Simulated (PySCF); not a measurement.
Precursor series Mo F-NH2. Gas-phase values, no solvent. One relaxed conformer stands for each flexible species; it need not be the lowest. In the def2 sets, heavy atoms carry core potentials. All members: neutral, multiplicity 1. Level: B3LYP-D3(BJ)/def2-TZVP // BP86-D3(BJ)/def2-SVP (PySCF), beside PBE-D3(BJ)/def2-TZVP // BP86-D3(BJ)/def2-SVP (PySCF) at the same geometries. B3LYP has the VWN-RPA correlation part, as in Gaussian.  Orbital energies are measured against the vacuum level.

| species | LUMO, PBE (eV) | LUMO, B3LYP-D3(BJ) (eV) |
|---|---|---|
| [Mo(F)6] | -6.35 | withheld |
| [Mo(F)5(NH2)] | -5.69 | -5.41 |
| [Mo(F)4(NH2)2] | -4.84 | -4.47 |
| [Mo(F)3(NH2)3] | -3.74 | -3.40 |
| [Mo(F)2(NH2)4] | -3.43 | -3.05 |
| [Mo(F)(NH2)5] | -2.96 | -2.56 |
| [Mo(NH2)6] | -2.45 | -2.06 |

Q: Fit y = a + b·x, y being the LUMO at the first level, to the 6 complete rows by least squares, with x = the PBE value in eV. Give a, b and the rms residual, and predict the withheld value.

A: Means of the 6 rows: x̄ = -3.8517, ȳ = -3.4917 eV. Σ(x − x̄)² = 7.3063 and Σ(x − x̄)(y − ȳ) = 7.5274, so b = 1.030 and a = ȳ − b·x̄ = 0.476 eV. The rms residual is 0.023 eV. At x = -6.35 the line gives -6.06 eV, outside the range of the fitted rows. The run for [Mo(F)6] gave -6.24 eV, so the line is off by 0.18 eV, more than twice the rms residual.

Codes: PySCF.
